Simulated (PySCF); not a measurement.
**Choosing a basis for TDDFT**

Species: Ge₂H₈Si.
Geometry (PBE0-D3(BJ)/def2-SVP, Å), atoms numbered from 1 in this order:
```
atom  x, y, z in Å
Si1    1.8624    0.7490    0.0007
Ge2    0.2182   -0.9696   -0.1079
Ge3   -2.0069   -0.0252    0.0697
H4     3.2404    0.1895   -0.1504
H5     1.6219    1.7426   -1.0903
H6     1.7682    1.4522    1.3168
H7     0.4431   -1.9852    1.0305
H8     0.3462   -1.7214   -1.4488
H9    -2.2574    0.9463   -1.0988
H10   -2.1434    0.7542    1.3911
H11   -3.0819   -1.1271    0.0354
```

TDDFT with PBE0 (PySCF), vertical singlets, core orbitals frozen in the response, spherical d and f functions. Isolated species at its PBE0-D3(BJ)/def2-SVP geometry, gas phase. Relativistic effects, spin–orbit coupling among them, are left out although an element past zinc is present.

```json
{"basis": "6-31G*", "functions": "98", "diffuse": "no", "S1 (eV)": "7.04", "S2 (eV)": "7.31", "S3 (eV)": "7.36", "S4 (eV)": "7.49", "S5 (eV)": "7.53", "LUMO (eV)": "0.09", "α (au)": "84.6"}
{"basis": "def2-SVP", "functions": "122", "diffuse": "no", "S1 (eV)": "7.09", "S2 (eV)": "7.11", "S3 (eV)": "7.46", "S4 (eV)": "7.53", "S5 (eV)": "7.75", "LUMO (eV)": "0.10", "α (au)": "91.3"}
{"basis": "def2-SVPD", "functions": "164", "diffuse": "yes", "S1 (eV)": "6.76", "S2 (eV)": "6.83", "S3 (eV)": "6.97", "S4 (eV)": "7.09", "S5 (eV)": "7.28", "LUMO (eV)": "-0.22", "α (au)": "101.2"}
{"basis": "aug-cc-pVDZ", "functions": "171", "diffuse": "yes", "S1 (eV)": "6.57", "S2 (eV)": "6.70", "S3 (eV)": "6.91", "S4 (eV)": "6.96", "S5 (eV)": "7.07", "LUMO (eV)": "-0.36", "α (au)": "102.6"}
{"basis": "def2-TZVP", "functions": "181", "diffuse": "no", "S1 (eV)": "6.89", "S2 (eV)": "6.96", "S3 (eV)": "7.03", "S4 (eV)": "7.30", "S5 (eV)": "7.41", "LUMO (eV)": "-0.10", "α (au)": "98.4"}
{"basis": "def2-TZVPD", "functions": "223", "diffuse": "yes", "S1 (eV)": "6.67", "S2 (eV)": "6.76", "S3 (eV)": "6.88", "S4 (eV)": "7.01", "S5 (eV)": "7.15", "LUMO (eV)": "-0.27", "α (au)": "102.0"}
```

Q: Compare the sets with the largest diffuse one.

A: States are compared by their number. Against the largest diffuse basis here (def2-TZVPD, itself not a converged limit), sets without diffuse functions differ by up to 0.42 eV in S1 and 0.59 eV in S5; the smaller diffuse sets differ by up to 0.10 and 0.13 eV. State by state, the largest deviation of a set without diffuse functions is S1 0.42, S2 0.55, S3 0.57, S4 0.52, S5 0.59 eV. The same number needn't mean the same state in each row. Against def2-TZVPD the polarisability deviates by -17% in 6-31G*, -11% in def2-SVP, -1% in def2-SVPD, +1% in aug-cc-pVDZ, -4% in def2-TZVP.

Without π bonds the low states are Rydberg-like; a valence basis with one diffuse set may place them up to an eV too high.
